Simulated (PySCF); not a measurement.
## UHF on Ge (germanium, neutral)

Configuration: [Ar] 3d10 4s2 4p2, high-spin 3P determinant. All numbers are calculated (PySCF 2.14, the non-relativistic Hamiltonian (point nucleus), in 6-31G*).

| Property | Result |
| --- | --- |
| Total energy | -2075.035701 hartree |
| One-electron energy | -2893.9435 hartree |
| Hartree (Coulomb) energy | 896.3311 hartree |
| Exchange energy | -77.4233 hartree |
| Kinetic energy | 2074.36019 hartree |
| ⟨S²⟩ | 2.0080 |
| ⟨L²⟩ | 2.022 |
| Sum of ⟨r⟩ | 24.19 bohr |
| Sum of ⟨r²⟩ | 41.26 bohr² |
| Traceless quadrupole moment −½Σ⟨3z² − r²⟩ along its main axis | 3.78 e·bohr² |
| Density at the nucleus (Gaussians lack the cusp) | 21200 bohr⁻³ |
| Spin density at the nucleus | -0.128 bohr⁻³ |
| Langevin diamagnetic susceptibility | -32.7 ×10⁻⁶ cm³/mol |
| Time after the integrals | 0.11 s of wall time on 1 thread of Neoverse-V1 (shared host) |

```tsv
shell	electrons	mean orbital energy (eV)	spread (eV)	rms radius, mean of both spins (bohr)
1s α	1	-11027.6	0	0.0554
1s β	1	-11027.5	0	0.0554
2s α	1	-1420.2	0	0.231
2s β	1	-1420.2	0	0.231
2p α	3	-1259.4	0.018	0.205
2p β	3	-1259.3	0.101	0.205
3s α	1	-196.37	0	0.678
3s β	1	-196.20	0	0.678
3p α	3	-141.17	0.018	0.705
3p β	3	-140.93	0.396	0.705
3d α	5	-44.512	0.255	0.816
3d β	5	-44.395	0.399	0.816
4s α	1	-17.165	0	2.39
4s β	1	-13.035	0	2.39
4p α	2	-7.909	0	3.08
```
